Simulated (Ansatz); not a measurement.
Basis-set extrapolation for ClFH$_{3}$NOSi, SMILES `N[Si](O)(F)Cl` (PBE0-D4/def2-TZVP geometry, frozen core, Ansatz 0.2.0). Multiplicity 1, RHF reference.

```tsv
	def2-TZVPP	def2-QZVPP
HF	-979.292745	-979.326547
MP2 correlation	-1.003505	-1.093429
CCSD(T) correlation	-1.067370	-1.155103
```

Energies in hartree. Use E(X) = E(∞) + A·exp(−7.88·√X) for Hartree–Fock and E(X) = E(∞) + B·X^(−2.97) for correlation, with X = 3 and 4.

Q: What is the CCSD(T) energy at the basis-set limit?

A: HF limit: -979.326547 + (-0.033802) × 0.13774 = -979.33120. Correlation limit: -1.155103 + (-0.087733) × 0.74074 = -1.22009. Total: -980.55129 hartree, 501.9 kJ/mol below CCSD(T)/def2-TZVPP.
